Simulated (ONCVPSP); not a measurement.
## Which setting gave this result? (iridium (Ir), ONCV)

Base potential:

Ir, optimised norm-conserving Vanderbilt (ONCV), made with ONCVPSP 4.0.1 (PBE, fully relativistic). Core [Kr] 4d10 4f14 5s2, reference 5p6 5d7 6s1.5 6p0.5. Waves: 6s: rc 2.15 bohr, ncon 3, nbas 6, qcut 2.4 1/bohr, 2 projectors, debl 0.4 Ha; 5p+6p: rc 1.45 bohr, ncon 3, nbas 7, qcut 11.4 1/bohr, 2 projectors; 5d: rc 1.85 bohr, ncon 4, nbas 9, qcut 9.3 1/bohr, 2 projectors, debl 2.9 Ha. Local part: polynomial inside 1.35 bohr (lpopt 5, dvloc0 6 Ha). Core correction: Teter function, fcfact 2, rcfact 1.55.

Open shells are filled in proportion to 2j + 1.

Cutoffs, loose and tight: the cutoffs (Ha) at which the residual kinetic energy of the hardest occupied pseudo-wave falls to 1 and 0.1 mHa per electron. They do not see the model core or the augmentation charge, which bear on the density cutoff. Test errors are all-electron minus pseudo excitation energies from the reference, over the configurations 5p6 5d7 6s2 6p0; 5p6 5d7 6s1 6p0; 5p6 5d7 6s0 6p0; 5p6 5d6 6s2 6p0; variants that change the core or the reference have their own tests.

Only the scale of all radii but the core radius (base = 1) is moved (1 further runs of the sweep failed or gave no value and are left out):

```json
{"scale of all radii but the core radius (base = 1)": "0.93", "cutoff, loose": "43 Ha", "cutoff, tight": "50 Ha", "bound ghosts": "s", "largest test error (meV)": "-24"}
{"scale of all radii but the core radius (base = 1)": "1.11", "cutoff, loose": "38 Ha", "cutoff, tight": "45 Ha", "bound ghosts": "none", "largest test error (meV)": "-16"}
{"scale of all radii but the core radius (base = 1)": "1.18", "cutoff, loose": "34 Ha", "cutoff, tight": "40 Ha", "bound ghosts": "none", "largest test error (meV)": "-17"}
{"scale of all radii but the core radius (base = 1)": "1.31", "cutoff, loose": "27 Ha", "cutoff, tight": "33 Ha", "bound ghosts": "none", "largest test error (meV)": "+30"}
```

Question: One more run gave cutoff, loose: 41 Ha; cutoff, tight: 48 Ha; bound ghosts: s; largest test error (meV): -26. Which value of the scale of all radii but the core radius (base = 1) was used?

Answer: 1.01. The loose cutoff moves one way along this sweep, from 43 Ha at 0.93 to 27 Ha at 1.31, which places the run between 0.93 and 1.11.
